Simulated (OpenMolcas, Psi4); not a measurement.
# SiF3 (trifluorosilyl): methods side by side

SiF3: 4 atoms, total charge 0, spin state doublet. SMILES: `F[Si](F)F`. The coordinates come from a PBE0-D4/def2-TZVP relaxation.

```jsonl
{"atom": "F", "x (Å)": "0.7849", "y (Å)": "-0.5070", "z (Å)": "1.1517"}
{"atom": "Si", "x (Å)": "-0.2828", "y (Å)": "0.2131", "z (Å)": "0.2343"}
{"atom": "F", "x (Å)": "-0.9943", "y (Å)": "-0.8922", "z (Å)": "-0.6443"}
{"atom": "F", "x (Å)": "0.4922", "y (Å)": "1.1862", "z (Å)": "-0.7416"}
```

Quantity: the energy change with the F1–Si2 bond stretched from 1.581 to 1.818 Å, in eV. The values are calculated.

```csv
level,kind,program,value (eV),CPU time (all runs)
USVWN5/aug-cc-pVDZ,LDA,Psi4,0.33,52 s
U-revPBE/aug-cc-pVDZ,GGA,Psi4,0.16,2.3 min
UBLYP/aug-cc-pVDZ,GGA,Psi4,0.16,69 s
UPBE/aug-cc-pVDZ,GGA,Psi4,0.20,2.3 min
U-r2SCAN/aug-cc-pVDZ,meta-GGA,OpenMolcas,0.35,1.9 min
UTPSS/aug-cc-pVDZ,meta-GGA,Psi4,0.25,4.3 min
UM06-2X/aug-cc-pVDZ,hybrid meta-GGA,OpenMolcas,0.42,1.8 min
UPBE0/aug-cc-pVDZ,global hybrid,Psi4,0.37,2.4 min
```

The first shape isn't each level's own minimum. The values span 0.16 to 0.42 eV. Times are those of the runs behind each value, whatever else they computed, on shared processors of several kinds: orders of magnitude only.
